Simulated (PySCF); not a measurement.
**Excitation energy of O by level of theory**

O [He] 2s2 2p4 (3P) → O [He] 2s1 2p5, s spin flipped, as a difference of total energies. All numbers are calculated (PySCF 2.14, scalar relativity by spin-free X2C-1e, in dyall-v3z with one added diffuse shell each of s, p, d type (15s9p3d1f, 64 functions)). Correlated levels: valence: 1s2 frozen; virtual orbitals above 40 to 60 times the deepest correlated orbital energy dropped. The calculations carry no spin-orbit coupling.

```
           method  excitation energy (eV)
              UHF                  21.412
    MP2 (valence)                  19.439
SCS-MP2 (valence)                  19.173
```

**Question.** How much does correlation contribute at MP2 (valence)?

**Answer.** 19.439 − (21.412) = -1.973 eV, measured against UHF.

The upper determinant mixes two multiplicities, so it lies between the two terms.

The upper state lies above the first ionisation limit, but in LS coupling its spin forbids autoionisation to the ground ion.

The coupled-cluster amplitudes are large for the upper state (T1 above 0.03 or a double amplitude above 0.15), so a single reference is strained.
